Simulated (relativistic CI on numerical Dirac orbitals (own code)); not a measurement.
# Ca⁶⁺: calculation against measurement

Computed by Dirac-Coulomb-Breit CI, orbitals from a KLI potential per configuration, model QED (radiative potential, 1s self-energy scaled to tabulated hydrogen-like ionisation energies), valence Slater integrals scaled by 0.9, configuration energies shifted to the measured levels that pair with them (semi-empirical) (own radial code, finite nucleus).

Configuration list (outside the closed core [Ne]): 3s2.3p2, 3s.3p3, 3s2.3p.3d, 3s2.3p.4s, 3p4, 3s2.3d2, 3s.3p2.3d, 3p2.3d2, 3p3.3d, 3s.3p.3d2, 3s2.3p.4p, 3s2.3p.4d, 3s2.3p.4f, 3s.3p2.4s, 3s2.3p.5s, 3s.3p2.4p, 3s2.3p.5p, 3s2.3d.4s, 3s2.3p.5d, 3s.3p2.4d, 3s2.3p.5f, 3s2.3p.5g, 3s.3p2.4f, 3s2.3d.4p, 3p3.4s, 3s.3p2.5s, 3s.3p2.5p, 3s.3p.3d.4s, 3p3.4p, 3s.3p2.5d. Levels of other configurations are missing.

```tsv
Configuration	Term (tabulated)	J	Measured (cm⁻¹)	Computed	Error	Purity (%)
3s2.3p2	3P	0	0.0	0	0	96
3s2.3p2	3P	1	1624.9	1613	-12	96
3s2.3p2	3P	2	4071.4	4045	-27	95
3s2.3p2	1D	2	21864.0	21981	117	95
3s2.3p2	1S	0	48981.4	48539	-443	94
3s.3p3	3D°	1	160157.5	160794	636	87
3s.3p3	3D°	2	160220.3	160852	632	86
3s.3p3	3D°	3	160529.2	161164	635	87
3s.3p3	3P°	1	185392.9	184833	-560	87
3s.3p3	3P°	2	185412.2	184868	-545	86
3s.3p3	3S°	1	245240.5	244283	-958	89
3s.3p3	1P°	1	252489.9	252486	-3	80
3s2.3p.3d	3P°	2	286224.0	286003	-221	65
3s2.3p.3d	3P°	1	288160.0	287902	-258	83
3s2.3p.3d	3P°	0	289004.0	288678	-326	86
3s2.3p.3d	3D°	2	295772.0	296006	234	83
3s2.3p.3d	3D°	3	296132.0	296364	232	85
3s2.3p.3d	1F°	3	324885.0	325838	953	96
3s2.3p.4s	3P°	0	490059.0	490041	-18	96
3s2.3p.4s	3P°	1	490919.0	490938	19	90
3s2.3p.4s	3P°	2	494262.0	494227	-35	96
3s2.3p.4s	1P°	1	498683.0	499204	521	90
```

Measured levels from Sugar and Corliss, J. Phys. Chem. Ref. Data 8, 865 (1979); pairs were made by configuration, J and term (by order where the table uses no LS term), so strongly mixed levels may be paired wrongly. Some J values or terms of the table were assigned by a fit.

Mean error by configuration (cm⁻¹): 3s2.3p2 -91; 3s.3p3 -23; 3s2.3p.3d 102; 3s2.3p.4s 122. Over the excited levels the mean absolute error is 352 cm⁻¹ (21 of the 21 excited levels that our extract of the source holds in range could be paired), and the median relative error of those above 1,000 cm⁻¹ is 0.29 %, both after the shifts were fitted to these levels, so that a configuration with one level shows no error.

Configurations whose levels could be paired with our table of measured levels were shifted onto them, all but the ground configuration, by the median error of their levels; single terms can still be off by 1,000 to 2,000 cm⁻¹ or more, and rates follow the energies as ν³ (E1, M1) or ν⁵ (E2). The others borrow a shift and can be off by several thousand cm⁻¹ or more. 21 of the 21 excited levels that our extract of the measured tables holds in this range could be paired (the sources list more); they are missed by 352 cm⁻¹ on average and 958 at most, after the shifts were fitted to these levels, and levels without a partner can miss by more.

Shifts applied (cm⁻¹): 3s2.3p2 0; 3s.3p3 -1735; 3s2.3p.3d -4531; 3s2.3p.4s -4091.
